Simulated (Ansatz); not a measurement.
`O=C[SiH2]F` + CH₃OH → `CO[SiH2]F` + `C=O` at 400 K and 1 bar (ligand exchange at the Si–C bond).

Isolated molecules relaxed with PBE0-D4/def2-TZVP in Ansatz; ΔE leaves out vibrations. CCSD(T)/CBS is the MP2 limit (def2-TZVPP, def2-QZVPP) plus CCSD(T) − MP2 in def2-TZVPP, frozen cores. This one scheme is used for every species. Each species was taken in one conformer, which may not be the lowest.

```json
{"species": "`O=C[SiH2]F`", "CCSD(T)/CBS energy (Eh)": "-503.92730", "H − E (kJ/mol)": "124.4", "S (J/(mol·K))": "334.1"}
{"species": "CH₃OH", "CCSD(T)/CBS energy (Eh)": "-115.61712", "H − E (kJ/mol)": "151.2", "S (J/(mol·K))": "252.6"}
{"species": "`CO[SiH2]F`", "CCSD(T)/CBS energy (Eh)": "-505.20189", "H − E (kJ/mol)": "191.9", "S (J/(mol·K))": "345.4"}
{"species": "`C=O`", "CCSD(T)/CBS energy (Eh)": "-114.39408", "H − E (kJ/mol)": "83.9", "S (J/(mol·K))": "229.4"}
```

H − E and S are ideal-gas, rigid-rotor, harmonic terms from PBE0-D4/def2-TZVP, for one conformer and one mirror image of each species. 1 Eh = 2625.50 kJ/mol, R = 8.31446 J/(mol·K).

Question: By hand: ΔE, ΔH, ΔS and ΔG.

Answer: ΔE = (-505.20189) + (-114.39408) − (-503.92730) − (-115.61712) = -0.05155 Eh = -135.3 kJ/mol. Δ(H − E) = 191.9 + 83.9 − 124.4 − 151.2 = 0.2, so ΔH = -135.1 kJ/mol. ΔS = 345.4 + 229.4 − 334.1 − 252.6 = -11.9 J/(mol·K). ΔG = -135.1 − 400 × (-11.9)/1000 = -130.3 kJ/mol.

Question: By hand: the equilibrium constant, and the temperature at which ΔG would vanish if ΔH and ΔS stayed fixed.

Answer: log₁₀ K = −ΔG/(RT ln 10) = 17.0. ΔG = 0 at ΔH/ΔS = 11353 K, far beyond where these terms or the molecules hold.

The number of gas molecules stays the same, so ΔS is small and ΔH decides. A doubt of 5 kJ/mol in ΔE shifts log₁₀ K by 0.7 here. Other conformers and mirror images would add mixing entropy, several J/(mol·K) or more a flexible species. These are equilibria of isolated gas molecules and say nothing of rates. Largest T1 diagnostic: 0.015 (customary marks: 0.02 for closed shells, 0.045 for open ones).
